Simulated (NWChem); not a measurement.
System: C2H5FSi2; SMILES [SiH2]1[Si@H](C=C1)F

The following NWChem deck was run.

```
start job
memory heap 200 mb stack 900 mb global 1100 mb
geometry units angstroms noautoz
  F      0.388163    -2.146497     0.545118
  Si     0.006782    -0.877099    -0.407487
  C     -1.492249     0.123869     0.101704
  C     -0.999341     1.382157     0.233522
  Si     0.881173     1.242820     0.031348
  H     -0.042325    -1.428863    -1.793864
  H     -2.555931    -0.123288     0.216073
  H     -1.636366     2.254933     0.433038
  H      1.504220     2.095062    -1.029367
  H      1.637116     1.443954     1.305467
end
basis spherical
  * library def2-tzvp
end
dft
  xc slater vwn_5
  iterations 150
  semidirect filesize 400000000
  mulliken
end
task dft energy
```

Excerpt of the output:

```
             Northwest Computational Chemistry Package (NWChem) 7.3.0
             --------------------------------------------------------

 C1  symmetry detected

                             Geometry "geometry" -> ""
                             -------------------------

 Output coordinates in angstroms (scale by  1.889725989 to convert to a.u.)

  No.       Tag          Charge          X              Y              Z
 ---- ---------------- ---------- -------------- -------------- --------------
    1 F                    9.0000     0.35044403    -2.14627234     0.48908160
    2 Si                  14.0000    -0.00078156    -0.85101491    -0.44001894
    3 C                    6.0000    -1.48837703     0.16350951     0.07583596
    4 C                    6.0000    -0.97645937     1.41047690     0.23904021
    5 Si                  14.0000     0.90346817     1.24454813     0.05205864
    6 H                    1.0000    -0.04501445    -1.37260141    -1.83819173
    7 H                    1.0000    -2.55701551    -0.06849036     0.17469996
    8 H                    1.0000    -1.60119856     2.28920931     0.45087915
    9 H                    1.0000     1.55079857     2.10857102    -0.98430427
   10 H                    1.0000     1.64983955     1.40637895     1.33736969

 Effective nuclear repulsion energy (a.u.)     270.6928751137

                                 NWChem DFT Module
                                 -----------------

 Summary of "ao basis" -> "ao basis" (spherical)
 ------------------------------------------------------------------------------
       Tag                 Description            Shells   Functions and Types
 ---------------- ------------------------------  ------  ---------------------
 F                         def2-tzvp                11       31   5s3p2d1f
 Si                        def2-tzvp                13       37   5s5p2d1f
 C                         def2-tzvp                11       31   5s3p2d1f
 H                         def2-tzvp                 4        6   3s1p

            General Information
            -------------------
          SCF calculation type: DFT
          Wavefunction type:  closed shell.
          No. of atoms     :    10
          No. of electrons :    54
           Alpha electrons :    27
            Beta electrons :    27
          Charge           :     0
          Spin multiplicity:     1
          Use of symmetry is: off; symmetry adaption is: off
          Maximum number of iterations: 150
          AO basis - number of functions:   197
                     number of shells:    79
          Convergence on energy requested:  1.00D-06
          Convergence on density requested:  1.00D-05
          Convergence on gradient requested:  5.00D-04

              XC Information
              --------------
                        Slater Exchange Functional  1.000 local
                      VWN V Correlation Functional  1.000 local

             Grid Information
             ----------------
          Grid used for XC integration:  medium
          Radial quadrature: Mura-Knowles
          Angular quadrature: Lebedev.
          Tag              B.-S. Rad. Rad. Pts. Rad. Cut. Ang. Pts.
          ---              ---------- --------- --------- ---------
          F                   0.50       49          12.0       434
          Si                  1.10       88          11.0       590
          C                   0.70       49          11.0       434
          H                   0.35       45          12.0       434
          Grid pruning is: on
          Number of quadrature shells:   548
          Spatial weights used:  Erf1

      Superposition of Atomic Density Guess
      -------------------------------------

 Sum of atomic energies:        -754.93060177

      Non-variational initial energy
      ------------------------------

 Total energy =    -757.027369
 1-e energy   =   -1582.301518
 2-e energy   =     554.581275
 HOMO         =      -0.300064
 LUMO         =      -0.039518

------------------------------------------------------------
EAF file 0: "./job.aoints.0" size=812646400 bytes
------------------------------------------------------------
               write      read    awrite     aread      wait
               -----      ----    ------     -----      ----
     calls:     1550         0         0         0         0
   data(b): 8.13e+08  0.00e+00  0.00e+00  0.00e+00
   time(s): 0.00e+00  0.00e+00  0.00e+00  0.00e+00  0.00e+00
rate(mb/s): 0.00e+00  0.00e+00
------------------------------------------------------------

     ---------------------------------------------
      Total Density - Mulliken Population Analysis
     ---------------------------------------------

    Atom       Charge   Shell Charges
 -----------   ------   -------------------------------------------------------
    1 F    9     9.53   0.77  1.20  0.61  1.02  0.31  2.37  2.36  0.88  0.00  0.01  0.00
    2 Si  14    13.21   2.00  0.59  1.39  0.86  0.44  4.11  1.73  0.47  1.03  0.27  0.14  0.13  0.05
    3 C    6     6.38   0.86  1.12  0.58  0.69  0.11  1.19  1.37  0.41  0.01  0.04  0.01
    4 C    6     6.28   0.86  1.12  0.57  0.69  0.10  1.16  1.34  0.37  0.01  0.05  0.01
    5 Si  14    13.77   2.00  0.59  1.39  0.89  0.51  4.11  1.73  0.51  1.34  0.51  0.08  0.10  0.02
    6 H    1     1.05   0.23  0.53  0.29  0.01
    7 H    1     0.85   0.24  0.45  0.14  0.02
    8 H    1     0.85   0.24  0.45  0.14  0.02
    9 H    1     1.04   0.22  0.54  0.27  0.01
   10 H    1     1.03   0.22  0.54  0.26  0.01

[...]
```

Level: LDA (Slater exchange, VWN5)/def2-TZVP. Coordinates come from a PBE0/def2-SVP optimisation.
